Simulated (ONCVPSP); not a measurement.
An all-electron radial function and its pseudo partner (barium)

Columns: radius, all-electron u(r) and pseudo u(r) of the 5s shell (level -34.89 eV) of barium in the configuration [Kr] 4d10 5s2 5p6 6s1 6p1; PW91, scalar-relativistic, ONCV scheme, ONCVPSP 4.0.1.

| r (bohr) | all-electron | pseudo |
| --- | --- | --- |
| 0.178 | 0.2698 | 0.0607 |
| 0.355 | -0.0997 | 0.1427 |
| 0.533 | -0.4956 | 0.2589 |
| 0.710 | -0.2313 | 0.4048 |
| 0.888 | 0.2401 | 0.5644 |
| 1.065 | 0.6207 | 0.7104 |
| 1.243 | 0.8419 | 0.8194 |
| 1.420 | 0.9228 | 0.8738 |
| 1.598 | 0.9073 | 0.8698 |
| 1.775 | 0.8349 | 0.8160 |
| 1.953 | 0.7345 | 0.7281 |
| 2.130 | 0.6268 | 0.6255 |
| 2.308 | 0.5222 | 0.5221 |
| 2.485 | 0.4281 | 0.4280 |
| 2.662 | 0.3462 | 0.3462 |
| 2.840 | 0.2768 | 0.2768 |
| 3.018 | 0.2194 | 0.2194 |
| 3.195 | 0.1730 | 0.1730 |
| 3.373 | 0.1356 | 0.1355 |
| 3.550 | 0.1059 | 0.1059 |
| 3.728 | 0.0824 | 0.0823 |
| 3.905 | 0.0640 | 0.0640 |
| 4.083 | 0.0496 | 0.0495 |
| 4.260 | 0.0384 | 0.0384 |
| 4.438 | 0.0296 | 0.0296 |
| 4.615 | 0.0228 | 0.0228 |

How many radial nodes do the two functions have?

The all-electron 5s function has n − l − 1 = 4 (the table is too coarse to show those close to the nucleus); the pseudo-wave has 0, since the states of the same l below it are removed with the core.

At about which radius was the pseudo-wave matched?

2.70 bohr. The columns agree to 0.0005 from 2.31 bohr on; several derivatives are matched, so the curves merge somewhat inside the radius.

Is the pseudo-wave norm-conserving?

Yes: the ONCV scheme keeps the norm inside the radius equal to the all-electron one, which fixes the energy derivative of the logarithmic derivative at the level.
